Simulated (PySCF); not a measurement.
## Structure from NMR data

The spectra below were simulated for a compound C$_{6}$H$_{12}$O$_{2}$.

$^{1}$H NMR (400 MHz, computed): δ 1.94 (s, 3H), 1.42 (s, 9H).

$^{13}$C{$^{1}$H} NMR (computed): δ 174.2 (C), 77.8 (C), 28.4 (CH3, 3C), 23.8 (CH3).

Level of theory: GIAO PBE0/pcSseg-1 shieldings, PBE0-D3(BJ)/def2-SVP structure, in PySCF 2.14.0 with density-fitted response routines (rapidly exchanging positions averaged, relativity neglected, a single conformation, gas phase).

Referencing at the same level of theory: $^{1}$H, $^{13}$C against TMS.

Deduce the structure.

## Answers


1. Rings plus π bonds: 1 (no ring in the answer).
2. 4 carbon signals for 6 carbons: some carbons are equivalent by symmetry or fast rotation.
3. Carbon types of the structure: 2 × C, 4 × CH3, which accounts for all hydrogens.
4. δC 174.2: ester carbonyl carbon; it is a carbonyl in resonance with an O or N lone pair, the region of acids, esters and amides.
5. δC 77.8: fully substituted sp3 carbon bonded to O; pulled downfield by the heteroatom.
6. δC 28.4: methyl carbon; aliphatic region, no heteroatom directly attached.
7. δC 23.8: methyl carbon α to a carbonyl; the adjacent C=O deshields it moderately.
8. δH 1.94: hydrogen on a methyl carbon α to a carbonyl; α to C=O.
9. δH 1.42: hydrogen on a methyl carbon.

The compound is SMILES CC(=O)OC(C)(C)C.

This is the structure that produced the data.

Shifts are as computed. Against solution values, carbons near 30 ppm lie about +2 ppm off and those near 130 ppm about +4 ppm. Of 246 compounds with measured shifts, 49 miss one by over three times the rms of a fit or turn the order of signals round; such compounds aren't used in these exercises. No couplings were computed; multiplicities are counted from neighbouring protons, with m where these are inequivalent, close in shift, in a saturated or five-membered ring or joined by F or P, and br s for small geminal =CH2 splittings.
